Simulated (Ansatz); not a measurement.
Caution: the highest occupied level lies above zero, a sign of self-interaction error and of too few diffuse functions.

Species: CH$_{4}$N, SMILES `C[NH-]` (charge -1, multiplicity 1).

Give a relaxed geometry from r2SCAN-D4/def2-TZVPD in Ansatz (an electronic-structure program).

the end point of this relaxation (outside a Z-matrix the atoms follow the SMILES, hydrogens last).
Bond lengths (Å): C1–N2 1.422, C1–H3 1.107, C1–H4 1.139, C1–H5 1.139, N2–H6 1.026. Bond angles (°): N2–C1–H3 109.8, N2–C1–H4 118.0, N2–C1–H5 118.0, H3–C1–H4 103.4, H3–C1–H5 103.4, H4–C1–H5 102.2, C1–N2–H6 107.0.
